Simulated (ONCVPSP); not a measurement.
Which change was made? (Ge, ONCV)

```
Element                 : Ge (Z = 32)
Generator               : ONCVPSP 4.0.1
Type                    : optimised norm-conserving Vanderbilt (ONCV)
Functional              : LDA (Perdew-Zunger)
Relativity              : scalar-relativistic
Frozen core             : [Ar] 3d10
Valence charge          : 4
Reference configuration : 4s2 4p2
Partial waves           : 4s: rc 1.60 bohr, ncon 4, nbas 9, qcut 4.4 1/bohr, 1 projector; 4p: rc 1.60 bohr, ncon 4, nbas 7, qcut 4.5 1/bohr, local; d scattering state at 0.46 Ha: rc 1.95 bohr, ncon 3, nbas 7, qcut 5 1/bohr, 2 projectors, debl 3.4 Ha
Local potential         : the p channel
Core correction         : Teter function fitted to the true core (icmod 2), fcfact 0.55
```

Cutoffs, loose and tight: the cutoffs (Ha) at which the residual kinetic energy of the hardest occupied pseudo-wave falls to 1 and 0.1 mHa per electron. They do not see the model core or the augmentation charge, which bear on the density cutoff. Test errors are all-electron minus pseudo excitation energies from the reference, over the configurations 4s2 4p1; 4s2 4p0; 4s1 4p0; 4s1 4p3; variants that change the core or the reference have their own tests.

The base gives: outcome: generated; cutoff, loose: 8.7 Ha; cutoff, tight: 33 Ha; bound ghosts: s; GHOST(+) flags above zero: none; largest test error (meV): -177.

**Question.** After one change the result is: outcome: failed: optimize: ERROR ps0norm > uunorm, code will stop. Which change was it?
A. p: rc 1.18
B. s: qcut 5; p: qcut 5.1; d: qcut 5.7
C. reference 4s2 4p1
D. p: rc 1.8

**Answer.** A. The others give: reference 4s2 4p1 → outcome: generated; cutoff, loose: 8.8 Ha; cutoff, tight: 41 Ha; bound ghosts: s; GHOST(+) flags above zero: none; largest test error (meV): -132 | p: rc 1.8 → outcome: failed: test_data: rc < rc(lloc) for l = 0. Not allowed. | s: qcut 5; p: qcut 5.1; d: qcut 5.7 → outcome: failed: ERROR pspot: first pseudo wave function has node, program will stop.
